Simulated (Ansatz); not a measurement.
Gas-phase electronic energies from Ansatz, PBE0-D4/def2-TZVP geometries. CCSD(T)/CBS is the MP2 limit (def2-TZVPP, def2-QZVPP) plus CCSD(T) − MP2 in def2-TZVPP, frozen cores. DFT in def2-TZVPP. Each species was taken in one conformer, which may not be the lowest.

Consider the substitution at a C–C bond: `CC1=CCS(=O)(=O)C1` + `C[SiH](N)S` → `CN[SiH](C)S` + `O=S1(=O)CC=CC1`.

`CC1=CCS(=O)(=O)C1`:

Z-matrix (Å, degrees):
```
C
C 1 1.487
H 1 1.095 2 111.0
H 1 1.095 2 110.7 3 -118.5
H 1 1.091 2 111.2 3 120.8
C 2 1.497 1 119.2 3 58.3
C 2 1.333 1 125.5 3 -121.9
S 6 1.798 2 104.6 1 167.6
H 6 1.092 2 113.5 1 50.6
H 6 1.093 2 113.0 1 -74.5
C 7 1.490 2 117.6 1 -179.6
H 7 1.085 2 122.3 1 -0.1
O 8 1.437 6 108.3 2 -95.3
O 8 1.436 6 110.8 2 131.0
H 11 1.092 7 114.0 2 128.4
H 11 1.093 7 113.7 2 -105.4
```

`C[SiH](N)S`:

Cartesian coordinates in Å:
```
C -1.111 -0.742 0.666
Si 0.252 -0.014 -0.369
N 1.440 0.607 0.692
S -0.366 1.659 -1.562
H -1.910 -1.124 0.027
H -0.741 -1.574 1.273
H -1.537 0.013 1.331
H 0.720 -1.041 -1.347
H 1.598 0.197 1.597
H 2.246 1.104 0.352
H -0.589 0.917 -2.659
```

`CN[SiH](C)S`:

```xyz
14

C    -1.549   -0.116   -1.315
N    -1.024    0.619   -0.185
Si    0.568    0.522    0.431
C     1.167   -1.238    0.329
S     0.394    1.259    2.438
H    -1.433    0.412   -2.271
H    -2.612   -0.336   -1.178
H    -1.034   -1.074   -1.405
H    -1.543    1.456    0.031
H     1.588    1.397   -0.227
H     2.134   -1.321    0.830
H     0.469   -1.921    0.819
H     1.302   -1.557   -0.708
H     1.574    1.899    2.411
```

`O=S1(=O)CC=CC1`:

Z-matrix (Å, degrees):
```
S
O 1 1.437
C 1 1.803 2 108.4
C 1 1.803 2 108.4 3 102.8
O 1 1.436 2 120.3 3 -128.6
C 3 1.490 1 104.0 2 97.3
H 3 1.093 1 108.2 2 -141.8
H 3 1.092 1 107.5 2 -23.8
C 4 1.490 1 104.0 2 -97.3
H 4 1.092 1 107.5 2 23.8
H 4 1.093 1 108.2 2 141.8
H 6 1.084 3 120.3 1 -169.0
H 9 1.083 4 120.3 1 169.0
```

**Question.** Is it downhill or uphill in electronic energy at CCSD(T)/CBS, and by how much? (An estimate is asked.)

**Answer.** Ansatz gave: Uphill: ΔE = +60.0 kJ/mol.

**Question.** What do these levels give: PBE-D4, PBE0, HF/def2-TZVPP, HF/def2-QZVPP, MP2/def2-QZVPP, CCSD/CBS(def2)? (Estimate.)

**Answer.** The calculation gave: PBE-D4 58.1, PBE0 59.3, HF/def2-TZVPP 56.0, HF/def2-QZVPP 56.1, MP2/def2-QZVPP 64.3, CCSD/CBS(def2) 59.6 kJ/mol.

Largest T1 diagnostic among the species: 0.015.
